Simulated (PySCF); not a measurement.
# Substituent chemical shifts

Parent skeleton `[S-:1][CH:2]1[CH2:3][CH2:4]1`; one hydrogen on atom 3 is replaced by X. Hydrogens on one atom are averaged.

PySCF calculation with shielding tensors at PBE0/pcSseg-1 (GIAO) and structure optimised with GFN2-xTB; no relativistic terms, gas phase, equivalent nuclei averaged, a single conformation.

Chemical shifts δ = σref − σ; $^{33}$S against CS2; $^{13}$C, $^{1}$H against TMS, all at this level.

Parent (X = H): S1 -105.7, C2 21.8, C3 15.5, C4 15.5, H(C2) 2.12, H(C3) -0.39, H(C4) -0.39 ppm. Effects are Δδ = δ(X) − δ(H), positive for deshielding.

**Question.** Give Δδ (ppm) for X = isopropenyl, OCF3, COOH.

**Answer.** 
```csv
X,SMILES,S1,C2,C3,C4,H(C2),H(C3),H(C4)
isopropenyl,C=C(C)[C@@H]1C[C@@H]1[S-],-42.1,+15.6,+16.6,+10.3,+1.07,+1.55,+0.68
OCF3,FC(F)(F)O[C@@H]1C[C@@H]1[S-],-59.1,+13.1,+52.9,+5.6,+0.74,+3.88,+0.60
COOH,O=C(O)[C@@H]1C[C@@H]1[S-],-27.5,+30.8,+13.2,+15.5,+1.88,+1.54,+1.17
```

**Question.** Which position responds most, and to which substituents?

**Answer.** C3: from +13.2 ppm with COOH to +52.9 ppm with OCF3.
